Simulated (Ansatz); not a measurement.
A run for Ansatz (a program for electronic structure): U-B3LYP/cc-pVTZ on GeH4O2 (SMILES [OH][GeH2][OH]), a point of a bond scan (R = 3.528 Å).

Ansatz 0.2 input:
```yaml
crystal:
  periodic: [false, false, false]
  atoms:
    - {symbol: Ge, position_ang: [0.33883789, -0.06566271, 0.00759659]}
    - {symbol: O, position_ang: [-0.42944079, 1.43257692, 0.60497347]}
    - {symbol: O, position_ang: [-0.90669806, -1.17364928, -0.63492907]}
    - {symbol: H, position_ang: [1.92087854, -1.38188905, 2.87262002]}
    - {symbol: H, position_ang: [1.24372147, 0.19795820, -1.20235759]}
    - {symbol: H, position_ang: [-0.88342978, 1.92366099, -0.08771759]}
    - {symbol: H, position_ang: [-1.54067496, -1.45389864, 0.03337031]}
basis:
  gaussian:
    orbitals: cc-pVTZ
hamiltonian:
  xc: {name: B3LYP}
magnetization: {spin_polarized: true, initial_magnetization: 0}
```

The log:

```
WARN ansatz: RAYON_NUM_THREADS=1 ignored (pool sized by the plan → 1); use --threads N
Functional definition: B3LYP
integrals: 0.07 GiB planned
988 factors; their error is unknown
mean field: 0.86 GiB planned
mean field evaluation 1: about -60668.0102 eV, gradient 5.7e1 eV
mean field evaluation 2: about -60601.0737 eV, gradient 1.3e2 eV
mean field evaluation 4: about -60671.4618 eV, gradient 2.4e1 eV
mean field evaluation 8: about -60677.9374 eV, gradient 4.3e0 eV
mean field evaluation 16: about -60678.3573 eV, gradient 2.5e-5 eV
mean field evaluation 32: about -60678.9486 eV, gradient 7.3e-1 eV
mean field -60679.10972511 eV, -2229.9161526200 hartree, gradient 5.2e-5 eV, S^2 0.896722; 3 other end points of the search recorded, 0 dependent functions left out
reference -60679.10997371 eV, -2229.9161617558 hartree; 26, 26 occupied and 133, 133 virtual orbitals, 988 factors
Total energy: -60679.10997371 eV, -2229.9161617558 hartree
```

Self-consistency was reached. Its determinant has ⟨S²⟩ = 0.90, a mixture of spin states.

Cost: around 12 core-seconds (rough).
